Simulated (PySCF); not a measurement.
## Magnetisability: `C=NCOC(F)(F)F`, C3H4F3NO

Molfile (atoms numbered from 1):
```
C3H4F3NO
     RDKit          3D

 12 11  0  0  0  0  0  0  0  0999 V2000
    1.8026    0.3310    0.6869 C   0  0  0  0  0  0  0  0  0  0  0  0
    1.3314   -0.7963    0.4116 N   0  0  0  0  0  0  0  0  0  0  0  0
    0.2324   -1.0243   -0.4284 C   0  0  0  0  0  0  0  0  0  0  0  0
   -0.4555    0.1497   -0.9583 O   0  0  0  0  0  0  0  0  0  0  0  0
   -1.4690    0.5942   -0.2496 C   0  0  0  0  0  0  0  0  0  0  0  0
   -1.9777    1.6796   -0.8207 F   0  0  0  0  0  0  0  0  0  0  0  0
   -1.1589    0.9315    1.0176 F   0  0  0  0  0  0  0  0  0  0  0  0
   -2.4743   -0.2958   -0.1323 F   0  0  0  0  0  0  0  0  0  0  0  0
    2.6585    0.3646    1.3434 H   0  0  0  0  0  0  0  0  0  0  0  0
    1.4158    1.2809    0.3170 H   0  0  0  0  0  0  0  0  0  0  0  0
   -0.4863   -1.6575    0.1042 H   0  0  0  0  0  0  0  0  0  0  0  0
    0.5822   -1.5583   -1.3175 H   0  0  0  0  0  0  0  0  0  0  0  0
  1  2  2  0
  2  3  1  0
  3  4  1  0
  4  5  1  0
  5  6  1  0
  5  7  1  0
  5  8  1  0
  1  9  1  0
  1 10  1  0
  3 11  1  0
  3 12  1  0
M  END
```

The calculation used GIAO PBE/pcSseg-1 magnetisability, rotational g tensor and spin-rotation constants, non-relativistic, gas phase (PySCF 2.14.0). Geometry: GFN2-xTB.

**Question.** How diamagnetic is it, and how anisotropic?

**Answer.** Isotropic -884 × 10⁻³⁰ J/T², or -53.2 × 10⁻⁶ cm³/mol; principal values -990, -885, -775 × 10⁻³⁰ J/T², anisotropy 186 × 10⁻³⁰ J/T² (root of half the summed squared differences of the principal values). The susceptibility is in cgs units.

**Question.** Split it along the inertial axes a, b, c into diamagnetic and paramagnetic parts about the centre of mass, with the quadrupole moment.

**Answer.** 
| axis | χ (10⁻⁶ cm³/mol) | diamagnetic (10⁻⁶ cm³/mol) | paramagnetic (10⁻⁶ cm³/mol) | summed x² of all electrons (Å²) | quadrupole Θ (D Å) |
| --- | --- | --- | --- | --- | --- |
| a | -54.0 | -363.5 | 309.5 | 163.0 | -3.03 |
| b | -47.8 | -833.8 | 786.0 | 52.2 | +5.15 |
| c | -57.9 | -913.0 | 855.1 | 33.5 | -2.12 |

Anisotropies 2χaa − χbb − χcc = -2.3 and 2χbb − χaa − χcc = +16.3 × 10⁻⁶ cm³/mol. Θ is traceless in Buckingham's convention.

**Question.** And the rotational g tensor?

**Answer.** 
| axis | rotational constant (GHz) | g | nuclear part | electronic part |
| --- | --- | --- | --- | --- |
| a | 3.9733 | -0.0427 | 0.5352 | -0.5778 |
| b | 1.4694 | -0.0234 | 0.5192 | -0.5426 |
| c | 1.3469 | -0.0123 | 0.5288 | -0.5411 |

Asymmetric top; isotopes 12C, 19F, 1H, 14N, 16O; no vibrational averaging.
